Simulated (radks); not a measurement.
The numbers below are computed, except where a source is named.
Polarisability of the aluminium ion Al3+, [Ne], at imaginary frequency. Level of theory: scalar-relativistic Kohn-Sham, LDA (Slater exchange, VWN5 correlation), spin-unpolarised, spherical densities, finite nucleus; Fermi nuclear charge, rms radius 3.061 fm (a radial shooting solver on a logarithmic mesh with Libxc functionals). Response by self-consistent Sternheimer equations with the Hartree and adiabatic LDA kernel, the relativistic mass of each level held fixed and spin-orbit coupling left out.

w (hartree)  alpha1(iw) (bohr^3)  alpha2(iw) (bohr^5)
0.00266                   0.2831               0.2434
0.0143                    0.2831               0.2434
0.0360                    0.2831               0.2434
0.0697                    0.2830               0.2433
0.118                     0.2829               0.2432
0.186                     0.2825               0.2429
0.280                     0.2817               0.2423
0.413                     0.2801               0.2410
0.605                     0.2767               0.2384
0.892                     0.2696               0.2329
1.35                      0.2546               0.2211
2.12                      0.2235               0.1964
3.59                      0.1659               0.1490
6.94                     0.08605              0.07924
17.5                     0.02179              0.01975

Static values: alpha1 = 0.2831 bohr^3 (0.04195 angstrom^3; uncoupled 0.3187), alpha2 = 0.2434 bohr^5, alpha3 = 0.3599 bohr^7. C6 = 0.2651, C8 = 1.171, triple-dipole C9 = 0.05439 atomic units. One-pole (London) frequency 4 C6 / (3 alpha1^2) = 4.409 hartree, against 3.830 for minus the highest occupied eigenvalue.
